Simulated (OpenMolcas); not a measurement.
**Tb: the spin-orbit constant, worked from levels**

* Program: OpenMolcas
* Basis: ANO-RCC-VDZP [7s6p4d2f1g]
* Scalar Hamiltonian: DKH2, point nucleus
* Active space: 9 electrons in 7 orbitals (4f)
* State averaging: 2S+1 = 6 odd, 21 roots; 2S+1 = 4 odd, 224 roots (115 in the spin-orbit step); 2S+1 = 2 odd, 82 roots kept (CI in the orbitals of an earlier block)
* Spin-orbit coupling: state interaction with AMFI integrals over the reference wave functions, term energies averaged over their components

Methods: CASSCF; MS-CASPT2, IPEA 0.25 Eh, imaginary shift 0.1 Eh (closed shells correlated: 5s 5p 6s).

**The spin-orbit constant.** For the Hund term 6H* of f9, E(J) = (A/2) J(J+1) + constant and ζ = -2S·A = -5A. From J = 5/2 to J = 15/2 the energy changes by 27.5 A.

| Source | E(15/2) - E(5/2) | A | ζ |
| --- | --- | --- | --- |
| CASSCF | -8852.8 | -321.9 | 1610 |
| MS-CASPT2 | -8790.9 | -319.7 | 1598 |

All in cm-1. Both methods take the spin-orbit matrix elements from the reference wave functions, so the second can move ζ only through the term energies and any multistate remixing. Second-order mixing with other terms is absorbed into this ζ.

CASPT2 does not keep the components of a term degenerate, so their means are used; among the terms shown or strongly mixed into the levels shown the widest spread is 270 cm-1 (4f9 6s2 6H*, MS-CASPT2). High states are left out of the spin-orbit mixing, which shifts the levels that they would mix with. With the s shell closed, the reference lacks s² → p² mixing. Without dynamic correlation excited terms often stand tens of per cent too high (terms of higher spin than the ground term too low), and those without a measured partner can miss by more than the paired ones (holds for CASSCF). Blocks of more than 70 roots (2S+1 = 4 odd, 2 odd) ran without multistate coupling (holds for MS-CASPT2). Only configurations of the active space appear.

* marks odd parity.
